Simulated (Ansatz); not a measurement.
Consider the hydrogenolysis of the In–O bond: `[SiH3][O][InH][O][SiH3]` + H₂ → `[SiH3][O][InH2]` + `O[SiH3]`.

Program: Ansatz. Geometries: PBE0-D4/def2-TZVP. ΔE: electronic, gas phase. CBS: MP2 limit from def2 TZ/QZ plus the TZ coupled-cluster correction, frozen cores. This one scheme is used for every species. Functionals use def2-TZVPP. Elements past krypton have def2 core potentials. For In outer-core shells are correlated without core-valence functions, which leaves a few kJ/mol of doubt a bond. Each species was taken in one conformer, which may not be the lowest.

```tsv
species	B97M-V energy (Eh)
`[SiH3][O][InH][O][SiH3]`	-923.77511
H₂	-1.17250
`[SiH3][O][InH2]`	-557.84049
`O[SiH3]`	-367.09867
```

Question: Work out ΔE.

Answer: ΔE = (-557.84049) + (-367.09867) − (-923.77511) − (-1.17250) = 0.00845 Eh = +22.2 kJ/mol. CCSD(T)/CBS gives +38.8 kJ/mol.

Question: What do rigid-rotor, harmonic-oscillator terms from PBE0-D4/def2-TZVP frequencies (298.15 K, 1 bar) make of the CCSD(T)/CBS value? (Best estimate.)

Answer: The calculation gave: ΔZPE = +12.8 kJ/mol, ΔH = +46.3 kJ/mol, ΔS = 43 J/(mol·K), ΔG = +33.5 kJ/mol. Modes under 50 cm⁻¹ make the entropy rough.

Largest T1 diagnostic among the species: 0.015.

At CCSD(T), def2-SVP lies −5.2 kJ/mol from the extrapolated value and def2-TZVPP −6.2 kJ/mol. Leaving LDA and LC-ωPBE aside and taking each functional with its dispersion term where it has one, the values, not all of them listed here, spread over 13.3 kJ/mol, from B97M-V to BLYP-D4. The D4 term adds +14.3 kJ/mol with B3LYP and +8.3 kJ/mol with PBE0; it sums over pairs of atoms, weighted by their polarisabilities, and B3LYP, whose exchange is more repulsive, gets the larger term.

B3LYP here is the variant with VWN-RPA as its local correlation; programs differ in this.
